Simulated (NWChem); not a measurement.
System: C₃H₅FSi; SMILES C#C[C@@H](F)[SiH3]

Input file for NWChem:

```
start job
memory heap 200 mb stack 900 mb global 1100 mb
geometry units angstroms noautosym nocenter noautoz
  C      0.772638    -2.353735     0.166600
  C      0.180837    -1.335079    -0.116322
  C     -0.479086    -0.082158    -0.439320
  F     -1.699972     0.034080     0.208909
  Si     0.598794     1.424476     0.069294
  H      1.290010    -3.263088     0.412806
  H     -0.667914    -0.042188    -1.528273
  H     -0.146895     2.669656    -0.276540
  H      0.847949     1.362897     1.536464
  H      1.884958     1.373240    -0.686061
end
basis spherical
  * library def2-svp
end
dft
  xc pbe0
  iterations 150
end
cosmo
  do_cosmo_smd true
  solvent water
end
task dft energy
```

NWChem printed, in part:

```
             Northwest Computational Chemistry Package (NWChem) 7.3.0
             --------------------------------------------------------

                             Geometry "geometry" -> ""
                             -------------------------

 Output coordinates in angstroms (scale by  1.889725989 to convert to a.u.)

  No.       Tag          Charge          X              Y              Z
 ---- ---------------- ---------- -------------- -------------- --------------
    1 C                    6.0000     0.77263800    -2.35373500     0.16660000
    2 C                    6.0000     0.18083700    -1.33507900    -0.11632200
    3 C                    6.0000    -0.47908600    -0.08215800    -0.43932000
    4 F                    9.0000    -1.69997200     0.03408000     0.20890900
    5 Si                  14.0000     0.59879400     1.42447600     0.06929400
    6 H                    1.0000     1.29001000    -3.26308800     0.41280600
    7 H                    1.0000    -0.66791400    -0.04218800    -1.52827300
    8 H                    1.0000    -0.14689500     2.66965600    -0.27654000
    9 H                    1.0000     0.84794900     1.36289700     1.53646400
   10 H                    1.0000     1.88495800     1.37324000    -0.68606100

 Effective nuclear repulsion energy (a.u.)     200.2548001212

                                 NWChem DFT Module
                                 -----------------

 Summary of "ao basis" -> "ao basis" (spherical)
 ------------------------------------------------------------------------------
       Tag                 Description            Shells   Functions and Types
 ---------------- ------------------------------  ------  ---------------------
 C                          def2-svp                 6       14   3s2p1d
 F                          def2-svp                 6       14   3s2p1d
 Si                         def2-svp                 8       18   4s3p1d
 H                          def2-svp                 3        5   2s1p

 in cosmo_initialize ...
 calling solv_data for solv:h2o

 solvent parameters
 solvname_short: h2o
 solvname_long:  water
 dielec:       78.4000
 dielecinf:     1.7769
 aqueous SMD model solvent descriptors
 dielec:       78.4000
 sola:          0.8200

          ---------------
          -cosmo- solvent
          ---------------
 Cosmo: York-Karplus, doi: 10.1021/jp992097l
 dielectric constant -eps-     =  78.40
 screen = (eps-1)/(eps    )    =   0.98724
 surface charge correction     = lagrangian

   van der Waals surface
 --------------------------

 ---------- ATOMIC COORDINATES (A.U.) ------------ VDWR(ANG.) --
     1    1.46007411   -4.44791420    0.31482835     1.850
     2    0.34173238   -2.52293348   -0.21981671     1.850
     3   -0.90534126   -0.15525611   -0.83019442     1.850
     4   -3.21248127    0.06440186    0.39478077     1.730
     5    1.13155658    2.69186932    0.13094667     2.470
     6    2.43776542   -6.16634220    0.78009023     1.200
     7   -1.26217444   -0.07972376   -2.88801721     1.200
     8   -0.27759130    5.04491832   -0.52258482     1.200
     9    1.60239126    2.57550188    2.90349595     1.200
    10    3.56205412    2.59504732   -1.29646730     1.200
 number of segments per atom =        128
 number of   points per atom =        128
 atom (   nspa,  nppa )
 ----------------------
    1 (     81,     0 )       0
    2 (     47,     0 )       0
    3 (     17,     0 )       0
    4 (     76,     0 )       0
    5 (     92,     0 )       0
    6 (     55,     0 )       0
    7 (     50,     0 )       0
    8 (     33,     0 )       0
    9 (     32,     0 )       0
   10 (     32,     0 )       0
 number of -cosmo- surface points =      515
 molecular surface =    130.914 angstrom**2
 molecular volume  =    115.467 angstrom**3
 -lineq- algorithm             =   0
 -bem- low  level              =   3
 -bem- from -octahedral-
 gaussian surface charge width =   4.50000
 degree of switching           =   1.00000
 switching function tolerance  =   0.00010
 atomic radii =
 --------------
    1  6.000  1.850
    2  6.000  1.850
    3  6.000  1.850
    4  9.000  1.730
    5 14.000  2.470
    6  1.000  1.200
    7  1.000  1.200
    8  1.000  1.200
    9  1.000  1.200
   10  1.000  1.200
 ...... end of -cosmo- initialization ......

 nat:                    10
 ixmem:                  5529
 calling mnsol_interface()
 G(SMD-CDS) energy (kcal/mol)  =     5.249
 SMD-CDS SASA (angstrom**2)    =   154.304

            General Information
            -------------------
          SCF calculation type: DFT
          Wavefunction type:  closed shell.
          No. of atoms     :    10
          No. of electrons :    46
           Alpha electrons :    23
            Beta electrons :    23
          Charge           :     0
          Spin multiplicity:     1
          Use of symmetry is: off; symmetry adaption is: off
          Maximum number of iterations: 150
          AO basis - number of functions:    99
                     number of shells:    47
          Convergence on energy requested:  1.00D-06
          Convergence on density requested:  1.00D-05
          Convergence on gradient requested:  5.00D-04

              XC Information
              --------------
                         PBE0 Method XC Functional
                     Hartree-Fock (Exact) Exchange  0.250
          PerdewBurkeErnzerhof Exchange Functional  0.750
            Perdew 1991 LDA Correlation Functional  1.000 local
           PerdewBurkeErnz. Correlation Functional  1.000 non-local

             Grid Information
             ----------------
          Grid used for XC integration:  medium
          Radial quadrature: Mura-Knowles
          Angular quadrature: Lebedev.
          Tag              B.-S. Rad. Rad. Pts. Rad. Cut. Ang. Pts.
          ---              ---------- --------- --------- ---------
          C                   0.70       49          12.0       434
          F                   0.50       49          11.0       434
          Si                  1.10       88          12.0       590
          H                   0.35       45          14.0       434
          Grid pruning is: on
          Number of quadrature shells:   509
          Spatial weights used:  Erf1

      Superposition of Atomic Density Guess
      -------------------------------------

 Sum of atomic energies:        -503.40188233

      Non-variational initial energy
      ------------------------------

 Total energy =    -505.529557
 1-e energy   =   -1091.132245
 2-e energy   =     385.347888
 HOMO         =      -0.294859
 LUMO         =       0.009860

   convergence    iter        energy       DeltaE   RMS-Dens  Diis-err
 ---------------- ----- ----------------- --------- --------- ---------
     COSMO gas phase
 d= 0,ls=0.0,diis     1   -505.8690303071 -7.06D+02  1.32D-02  6.09D-01
 d= 0,ls=0.0,diis     2   -505.8610573352  7.97D-03  6.73D-03  8.44D-01
 d= 0,ls=0.0,diis     3   -505.9381686977 -7.71D-02  2.25D-03  5.72D-02
 d= 0,ls=0.0,diis     4   -505.9410032234 -2.83D-03  1.05D-03  2.97D-02
 d= 0,ls=0.0,diis     5   -505.9446785090 -3.68D-03  2.27D-04  7.39D-04
  Resetting Diis
 d= 0,ls=0.0,diis     6   -505.9447496629 -7.12D-05  6.71D-05  5.62D-05
 d= 0,ls=0.0,diis     7   -505.9447566356 -6.97D-06  2.08D-05  1.15D-06
 d= 0,ls=0.0,diis     8   -505.9447566260  9.56D-09  1.04D-05  1.44D-06
 d= 0,ls=0.0,diis     9   -505.9447567924 -1.66D-07  2.27D-06  8.78D-08

   convergence    iter        energy       DeltaE   RMS-Dens  Diis-err
 ---------------- ----- ----------------- --------- --------- ---------
     COSMO solvation phase
 d= 0,ls=0.0,diis     1   -505.9430756109  1.68D-03  2.22D-03  3.31D-03
 d= 0,ls=0.0,diis     2   -505.9439621602 -8.87D-04  4.65D-04  1.10D-03
 d= 0,ls=0.0,diis     3   -505.9440502476 -8.81D-05  1.70D-04  3.95D-04
 d= 0,ls=0.0,diis     4   -505.9440843661 -3.41D-05  6.55D-05  6.05D-05
 d= 0,ls=0.0,diis     5   -505.9440912244 -6.86D-06  2.27D-05  8.73D-06
 d= 0,ls=0.0,diis     6   -505.9440922104 -9.86D-07  5.59D-06  6.30D-07

         Total DFT energy =     -505.944092210433
      One electron energy =    -1094.994127370102
           Coulomb energy =      437.599186897514
    Exchange-Corr. energy =      -49.043824977504
 Nuclear repulsion energy =      200.254800121233

             COSMO energy =        0.239873118426

 Numeric. integr. density =       45.999982924170

                                COSMO-SMD solvation results
                                ---------------------------

             internal energy in gas <Psi(g)|H|Psi(g)> =      -505.944756792419
         internal energy in solvent <Psi(s)|H|Psi(s)> =      -505.943545388947
                               delta internal energy  =         0.001211403472 (    0.76 kcal/mol)
   total free energy in solvent <Psi(s)|H+V/2|Psi(s)> =      -505.952457513341
 polarization energy contribution <Psi(s)|V/2|Psi(s)> =        -0.008912124394 (   -5.59 kcal/mol)
    total free energy in solvent including G(SMD-CDS) =      -505.944092210433
                       G(SMD-CDS) energy contribution =         0.008365302908 (    5.25 kcal/mol)
     1 M fixed-concentration free energy of solvation =         0.000664581986 (    0.42 kcal/mol)

                       DFT Final Molecular Orbital Analysis
                       ------------------------------------

 Vector   21  Occ=2.000000D+00  E=-3.537280D-01
              MO Center=  8.7D-02,  3.1D-01, -7.3D-02, r^2= 4.2D+00
   Bfn.  Coefficient  Atom+Function         Bfn.  Coefficient  Atom+Function
  ----- ------------  ---------------      ----- ------------  ---------------
    47      0.269179   4 F  py               64     -0.223261   5 Si px
    95     -0.210508  10 H  s                50     -0.199906   4 F  py
    20      0.178877   2 C  pz               33      0.175405   3 C  py
    85      0.155350   8 H  s                46      0.150686   4 F  px
    18      0.134402   2 C  px               31      0.126805   3 C  s

 Vector   22  Occ=2.000000D+00  E=-3.160383D-01
              MO Center=  4.0D-01, -1.7D+00,  3.0D-03, r^2= 2.0D+00
   Bfn.  Coefficient  Atom+Function         Bfn.  Coefficient  Atom+Function
  ----- ------------  ---------------      ----- ------------  ---------------
    20      0.301793   2 C  pz                6      0.293601   1 C  pz
    18     -0.277457   2 C  px                4     -0.273656   1 C  px
    23      0.176339   2 C  pz                9      0.171295   1 C  pz
    21     -0.170951   2 C  px                7     -0.164204   1 C  px
    46      0.101585   4 F  px               19     -0.084984   2 C  py

 Vector   23  Occ=2.000000D+00  E=-2.864099D-01
              MO Center=  2.2D-01, -1.0D+00, -5.8D-02, r^2= 3.4D+00
   Bfn.  Coefficient  Atom+Function         Bfn.  Coefficient  Atom+Function
  ----- ------------  ---------------      ----- ------------  ---------------
     6      0.255214   1 C  pz                4      0.212954   1 C  px
    20      0.192514   2 C  pz                5      0.184633   1 C  py
    31     -0.182296   3 C  s                19      0.169502   2 C  py
    33     -0.167672   3 C  py               80      0.164341   7 H  s
     9      0.160272   1 C  pz               22      0.160605   2 C  py

 Vector   24  Occ=0.000000D+00  E=-2.500936D-03
              MO Center=  1.6D-01, -9.1D-01, -1.1D-02, r^2= 4.3D+00
   Bfn.  Coefficient  Atom+Function         Bfn.  Coefficient  Atom+Function
  ----- ------------  ---------------      ----- ------------  ---------------
    67     -0.417721   5 Si px                7      0.404512   1 C  px
    21     -0.385442   2 C  px               35     -0.341035   3 C  px
     4      0.299820   1 C  px               45     -0.279215   4 F  s
    96      0.275523  10 H  s                31     -0.261019   3 C  s
     9     -0.257190   1 C  pz               18     -0.245899   2 C  px

 Vector   25  Occ=0.000000D+00  E= 2.877204D-02
              MO Center=  4.4D-01, -7.1D-01, -5.1D-02, r^2= 5.1D+00
   Bfn.  Coefficient  Atom+Function         Bfn.  Coefficient  Atom+Function
  ----- ------------  ---------------      ----- ------------  ---------------
    67      0.599267   5 Si px                9     -0.530132   1 C  pz
    23      0.478276   2 C  pz               68      0.400827   5 Si py
    31      0.357675   3 C  s                20      0.330112   2 C  pz
     6     -0.316161   1 C  pz               81      0.314373   7 H  s
    60     -0.277119   5 Si s                22      0.257213   2 C  py

 Vector   26  Occ=0.000000D+00  E= 3.875457D-02
              MO Center=  6.1D-01,  9.9D-01, -5.5D-02, r^2= 5.1D+00
   Bfn.  Coefficient  Atom+Function         Bfn.  Coefficient  Atom+Function
  ----- ------------  ---------------      ----- ------------  ---------------
    31      1.684460   3 C  s                68      1.199709   5 Si py
    86     -0.731580   8 H  s                22     -0.575796   2 C  py
    81     -0.569133   7 H  s                 3     -0.516709   1 C  s
    35      0.350071   3 C  px               67      0.297429   5 Si px
    59      0.293551   5 Si s                 7      0.269923   1 C  px

     Multipole analysis of the density
     ---------------------------------

     L   x y z        total         alpha         beta         nuclear
     -   - - -        -----         -----         ----         -------
     0   0 0 0      0.000000    -23.000000    -23.000000     46.000000

     1   1 0 0      0.681748      1.155525      1.155525     -1.629303
     1   0 1 0     -0.020664      0.250385      0.250385     -0.521434
     1   0 0 1     -0.438487     -0.195094     -0.195094     -0.048300

     2   2 0 0    -29.470621    -90.777499    -90.777499    152.084377
     2   1 1 0     -1.883218      1.795673      1.795673     -5.474565
     2   1 0 1      1.369916     -0.916918     -0.916918      3.203752
     2   0 2 0    -24.020213   -179.696016   -179.696016    335.371819
     2   0 1 1     -0.961966      0.639174      0.639174     -2.240315
     2   0 0 2    -27.094706    -26.545391    -26.545391     25.996075
```

Level: PBE0/def2-SVP, SMD on the gas-phase geometry. All runs use the structure optimised with PBE0/def2-SVP. Solvent: water.
